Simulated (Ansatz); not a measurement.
Born–Oppenheimer molecular dynamics of ClH9N2Si2 (14 atoms, charge 0, multiplicity 1). It starts at the highest image of a converged band, a first-order saddle point between two minima.

The calculation used RHF/6-31G* (Ansatz 0.2.0).

```
ensemble                      : NVE (velocity Verlet)
time step                     : 0.5 fs
steps asked                   : 200
starting velocities drawn for : 300 K
seed                          : 8295
```

First frame:

```xyz
14
Properties=species:S:1:pos:R:3
Si 0.306 -0.418 -0.565
Cl 0.444 0.319 3.192
Si 2.475 0.217 -1.204
H 3.323 -0.993 -1.304
H 2.408 0.861 -2.530
H 3.078 1.144 -0.229
N -0.727 0.914 -0.293
H -1.713 0.822 -0.428
H -0.528 1.568 0.438
H -0.344 -1.267 -1.580
N 0.463 -1.431 0.937
H -0.308 -2.061 1.085
H 1.307 -1.974 1.002
H 0.460 -0.628 2.011
```

(1) How far do the bonds stretch over the last three quarters of this one trajectory? (Pairs bonded in most of those frames.)

Results:

(1) 
| bond | mean (Å) | spread (Å) | shortest | longest |
| --- | --- | --- | --- | --- |
| Si1–Si3 | 2.358 | 0.024 | 2.33 | 2.40 |
| Si1–N7 | 1.721 | 0.023 | 1.68 | 1.76 |
| Si1–H10 | 1.485 | 0.052 | 1.41 | 1.56 |
| Si1–N11 | 1.753 | 0.038 | 1.70 | 1.82 |
| Cl2–H14 | 1.283 | 0.033 | 1.23 | 1.34 |
| Si3–H4 | 1.484 | 0.012 | 1.46 | 1.51 |
| Si3–H5 | 1.482 | 0.005 | 1.47 | 1.49 |
| Si3–H6 | 1.480 | 0.002 | 1.48 | 1.49 |
| N7–H8 | 0.999 | 0.012 | 0.98 | 1.02 |
| N7–H9 | 0.999 | 0.008 | 0.98 | 1.02 |
| N11–H12 | 1.005 | 0.024 | 0.97 | 1.04 |
| N11–H13 | 1.002 | 0.016 | 0.97 | 1.03 |

Mean temperature of the second half: 256 K. The conserved energy stayed within 0.19 meV per atom of its start (net change 0.11 meV per atom), so the integration is sound. A run of 0.1 ps of so small a system gives no equilibrium averages. The orbitals stay closed-shell, which can raise the energy where a bond breaks towards radicals; this wasn't checked here.

Time of the run: 5.4 min on 2 threads of Intel(R) Xeon(R) 6975P-C (Granite Rapids), on a shared host, peak memory 0.25 GiB.
